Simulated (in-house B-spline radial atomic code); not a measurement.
Checks on a self-consistent run for Nb XII (Nb11+), [Ne] 3s1 3p6 3d10 4s2 4p1. Method: Dirac-Hartree-Fock, average of configuration, Fermi nucleus of rms radius 4.324 fm. Calculated with a B-spline radial code for spherical atoms.

```csv
orbital,q,ε (Eh),<1/r>,<r²>,small-component weight
1s1/2,2,-711.08793,42.4044,0.00175604,0.022332
2s1/2,2,-109.65581,9.65175,0.0292689,0.004581
2p1/2,2,-101.11941,9.6,0.0222179,0.0045608
2p3/2,4,-97.56733,9.16849,0.0235726,0.0044204
3s1/2,1,-26.38706,3.32362,0.219472,0.0012361
3p1/2,2,-22.84185,3.2269,0.215268,0.001185
3p3/2,4,-22.22566,3.12648,0.224611,0.0011501
3d3/2,4,-16.60908,2.94247,0.206422,0.0010381
3d5/2,6,-16.49359,2.91629,0.209371,0.0010276
4s1/2,2,-9.22864,1.36475,1.15353,0.00036224
4p1/2,0.33333,-8.32808,1.28257,1.25691,0.00032763
4p3/2,0.66667,-8.20481,1.25769,1.29405,0.00032145
```

Electron-electron repulsion V_ee = 1176.4170 hartree.

What total energy follows from the eigenvalues?

The eigenvalues count the repulsion twice, so E = Σqε - V_ee = -2587.070 - 1176.417 = -3763.487 hartree; the run printed -3763.487.

Does the Dirac virial theorem hold?

For a point nucleus E = -2c²Σq·w, with w the small-component weight. Here Σq·w = 0.1002 and c = 137.0360, so the ratio E/(-2c²Σq·w) is 1.000024; the finite nucleus accounts for the departure from 1.

What diamagnetic shielding (Lamb formula) and susceptibility (Langevin formula) do the radii give?

σ = (α²/3)Σq<1/r> = 215.533/(3·137.036²) = 3825.8 ppm, and χ = -0.79199×10⁻⁶·Σq<r²> = -5.876×10⁻⁶ cm³/mol with Σq<r²> = 7.4199 bohr². Both are non-relativistic formulas without the paramagnetism of open shells.
